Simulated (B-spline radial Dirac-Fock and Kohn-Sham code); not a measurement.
These are calculated numbers from a B-spline atomic structure program; the model is the Dirac equation of a negative muon with reduced mass in the field of a spherical finite nucleus, with the Uehling potential to all orders; nuclear polarisation, deformation, hyperfine structure, self-energy, higher-order vacuum polarisation, relativistic recoil and electron screening are left out. The nuclear charge is a Gaussian distribution.

**Question.** A muonic atom of atomic mass 179.95 u emits these computed lines: 2p3/2 → 1s1/2 5369 keV, 3d5/2 → 2p3/2 1964 keV, 4f7/2 → 3d5/2 720.7 keV, 5g9/2 → 4f7/2 331.8 keV. Which element is it, and what rms charge radius was used?

**Answer.** Hafnium (Z = 72, nuclide ¹⁸⁰Hf); the high transitions hardly feel the nucleus and fix Z. The 2p → 1s line lies 6672 keV below the value for a point nucleus without QED, which for this nuclear model gives a radius near 5.35 fm (5.347 fm was used).
